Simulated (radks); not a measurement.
Spherical quantum dot in the effective-mass picture: electrons in a parabolic well V = omega^2 r^2 / 2 with omega = 1.48, with a point charge +1 (a donor) at the centre, all in effective atomic units (hartree* = m*/eps^2 hartree, bohr* = eps/m* bohr), one dielectric constant everywhere. Method: non-relativistic Kohn-Sham, PBE, spin-polarised, spherical densities; computed with a radial shooting solver with Libxc functionals. Levels are named by radial order and angular momentum (1s, 1p, 1d, 2s, ...), and open shells are averaged over m.

N = 4, configuration 1s2 1p(up 2, down 0). This is the lowest configuration that the search found. Occupied and some empty levels:

| level | occupation | eigenvalue (hartree*) | <r> (bohr*) |
|---|---|---|---|
| 1s up | 1 | 3.5946 | 0.8810 |
| 1s down | 1 | 3.7225 | 0.8618 |
| 1p up | 2 | 5.1790 | 1.269 |
| 1p down | 0 | 5.3603 | 1.273 |
| 2s up | 0 | 6.3347 | 1.376 |
| 2s down | 0 | 6.4392 | 1.392 |
| 1d up | 0 | 6.5826 | 1.525 |
| 1d down | 0 | 6.7532 | 1.539 |
| 1f up | 0 | 7.9844 | 1.738 |
| 1f down | 0 | 8.1307 | 1.752 |

Energy (hartree*): total 11.6113, kinetic 6.0492, external 1.0431, Hartree 6.7161, exchange-correlation -2.1971.
